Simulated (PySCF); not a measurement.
PySCF job for C3H10NSi, SMILES C[Si](C)(C)[NH] (connectivity only; charge and spin as stated), charge -1, multiplicity 1, KT2/pcSseg-1. The structure is a stationary point at PBE0-D3(BJ)/def2-SVPD. The spin state was assumed, not searched. The isomer is the one that the SMILES or the coordinates give; other isomers of the formula were not compared. The values are those of a single conformer.

```python
import numpy as np
from pyscf import gto, scf, dft
from pyscf.prop.nmr import rks as nmr

mol = gto.M(
    atom='''
    C    -1.04654410    0.32536036   -1.49324476
    Si    0.06574586   -0.19281491   -0.00000000
    C     1.45837928    1.11570052    0.00000004
    C    -1.04654414    0.32536032    1.49324475
    N     0.73942338   -1.71784378   -0.00000002
    H    -0.49556096    0.19586967   -2.43921737
    H    -1.38428421    1.37558961   -1.43095442
    H    -1.94430586   -0.31391422   -1.54551957
    H     2.09714321    0.98785456    0.88857058
    H     1.06465701    2.14622725    0.00000004
    H     2.09714322    0.98785459   -0.88857050
    H    -1.38428424    1.37558957    1.43095444
    H    -1.94430589   -0.31391426    1.54551952
    H    -0.49556102    0.19586959    2.43921736
    H     0.10120691   -2.51123842   -0.00000004
    ''',
    basis='pcSseg-1',
    charge=-1,
    spin=0,
    max_memory=1600,
    verbose=3,
)
mf = dft.RKS(mol, xc='kt2')
mf.grids.level = 3
mf.conv_tol = 1e-10
mf.max_cycle = 100
mf.kernel()
n = nmr.NMR(mf)
n.verbose = 2
n.max_cycle_cphf = 60
sigma = n.kernel()
print('atom   isotropic/ppm   span/ppm')
for i, s in enumerate(sigma):
    w = np.linalg.eigvalsh((s + s.T) / 2)
    print(f'{mol.atom_symbol(i):2s}{i + 1:3d} {w.mean():14.3f} {w[2] - w[0]:11.3f}')
```

Log of the run:

```
converged SCF energy = -470.07344915592
atom   isotropic/ppm   span/ppm
C   1        175.403      21.587
Si  2        399.294     174.886
C   3        179.330      18.647
C   4        175.403      21.587
N   5        227.430      71.524
H   6         32.009       7.943
H   7         31.528       9.453
H   8         32.043       7.203
H   9         31.452       8.523
H  10         32.207       8.620
H  11         31.452       8.523
H  12         31.528       9.453
H  13         32.043       7.203
H  14         32.009       7.943
H  15         32.751      14.688
```

The calculation finished and met its thresholds.

Cost: very roughly 50 core-seconds.
